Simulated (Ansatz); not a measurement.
The cluster Hg₃⁺. The state is a doublet with charge 1. Geometry relaxed at PBE/def2-TZVP.

| atom | x (Å) | y (Å) | z (Å) |
| --- | --- | --- | --- |
| Hg1 | 0.0009 | 0.0014 | 0.0050 |
| Hg2 | 1.1135 | 2.4910 | -0.9152 |
| Hg3 | -1.1145 | -2.4924 | 0.9102 |

In the def2 sets Hg takes a core potential; there is no spin–orbit coupling. The relaxation made no stability test and no search for a lower SCF solution. The structure comes from a short search, and lower isomers may exist.

(1) Estimate the harmonic wavenumbers at UKS PBE/def2-TZVP (Ansatz, unscaled). Is this a minimum?

Results:

(1) 17, 17, 59, 105 cm⁻¹. Yes, no mode is imaginary beyond noise. Zero-point energy 1.2 kJ/mol. Run time 17 s (4 threads of Arm Neoverse V1 on a shared host).
